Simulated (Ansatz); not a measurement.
`[OH][Sn]([F])([F])[F]` + `N[SiH2][SeH]` → `[NH2][Sn]([F])([F])[F]` + `O[SiH2][SeH]`  (redistribution)

Calculated with Ansatz (gas phase, PBE0-D4/def2-TZVP geometries, no zero-point term in ΔE). CCSD(T)/CBS adds triple-zeta CCSD(T) − MP2 to the extrapolated MP2 energy (def2 sets, frozen cores). Functionals use def2-TZVPP. B3LYP here is the variant with VWN-RPA as its local correlation; programs differ in this. HSE06 is defined as in plane-wave codes. def2 core potentials past Kr. For Se, Sn outer-core shells are correlated without core-valence functions, which leaves a few kJ/mol of doubt a bond. Scalar relativity is left out up to krypton. One conformer a species, not always the lowest.

`[OH][Sn]([F])([F])[F]`:

Z-matrix (Å, degrees):
```
Sn
F 1 1.890
F 1 1.881 2 108.9
O 1 1.918 2 110.6 3 -122.1
F 1 1.884 2 107.7 3 114.7
H 4 0.963 1 112.6 2 -12.7
```

`N[SiH2][SeH]`:

Cartesian coordinates in Å:
```
N -0.187 -0.238 -1.323
Si 0.031 0.638 0.130
Se 1.015 -0.443 1.897
H 0.605 -0.651 -1.789
H -1.007 -0.812 -1.433
H -1.315 1.108 0.534
H 0.975 1.758 -0.098
H -0.117 -1.360 2.083
```

`[NH2][Sn]([F])([F])[F]`:

Cartesian coordinates in Å:
```
N 0.882 -0.118 1.002
Sn -0.542 0.042 -0.367
F -1.619 1.555 -0.022
F -0.009 0.227 -2.178
F -1.654 -1.484 -0.346
H 1.472 -0.929 0.859
H 1.469 0.706 1.051
```

`O[SiH2][SeH]`:

Z-matrix (Å, degrees):
```
Si
Se 1 2.282
O 1 1.641 2 113.4
H 1 1.477 2 107.8 3 116.2
H 1 1.484 2 106.6 3 -123.6
H 2 1.468 1 92.5 3 97.5
H 3 0.959 1 117.7 2 -46.2
```

```csv
level,ΔE (kcal/mol),difference from CCSD(T)/CBS
PBE-D4,-7.0,0.9
revPBE-D4,-6.7,1.2
B3LYP-D4,-7.8,0.1
r2SCANh-D4,-7.7,0.2
HSE06-D4,-7.6,0.3
CAM-B3LYP-D4,-8.0,-0.1
ωB97M-V,-7.9,0.0
PBE0,-7.6,0.3
r2SCANh,-7.7,0.2
HSE06,-7.6,0.3
CAM-B3LYP,-8.1,-0.2
HF/def2-TZVPP,-8.5,-0.6
MP2/def2-TZVPP,-8.3,-0.4
CCSD/def2-TZVPP,-8.4,-0.5
HF/def2-QZVPP,-8.2,-0.3
CCSD/CBS(def2),-8.0,-0.1
CCSD(T)/CBS,-7.9,0
```

Largest T1 diagnostic among the species: 0.015.

At CCSD(T), def2-SVP lies +0.9 kcal/mol from the extrapolated value and def2-TZVPP −0.4 kcal/mol. Leaving LDA and LC-ωPBE aside and taking each functional with its dispersion term where it has one, the values, not all of them listed here, spread over 1.8 kcal/mol, from BHLYP-D4 to revPBE-D4. LDA lies −0.7 kcal/mol from PBE without D4. From BLYP to BHLYP (50 % exact exchange), in def2-TZVPP and without D4, ΔE moves by −1.0 kcal/mol.
